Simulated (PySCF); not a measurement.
Ligands exchanged one at a time, Ga CH3-OH. Gas-phase values, no solvent. One relaxed conformer stands for each flexible species; it need not be the lowest. Strings in code marks are SMILES.

All values below come from B3LYP-D3(BJ)/def2-TZVP // M06-2X/def2-TZVP run with PySCF. B3LYP has the VWN-RPA correlation part, as in Gaussian. Excitations are Tamm–Dancoff values on a coarser integration grid. The basis has no diffuse functions, so Rydberg states are missing or too high.

| species | S1 excitation (TDA) (eV) | brightest of the four lowest singlets (TDA) (eV) |
|---|---|---|
| 0 of 3 CH3 replaced by OH | 5.18 | … |
| 1 of 3 CH3 replaced by OH (`[CH3][Ga]([CH3])[OH]` (C–Ga–O–H torsion 180°)) | 5.73 | 6.67 |
| 2 of 3 CH3 replaced by OH | 6.41 | 6.88 |
| 3 of 3 CH3 replaced by OH | 6.07 | … |

Problem. Complete the blanks.

Solution. 
- 0 of 3 CH3 replaced by OH, brightest of the four lowest singlets (TDA) (eV): 6.69
- 3 of 3 CH3 replaced by OH, brightest of the four lowest singlets (TDA) (eV): 7.00
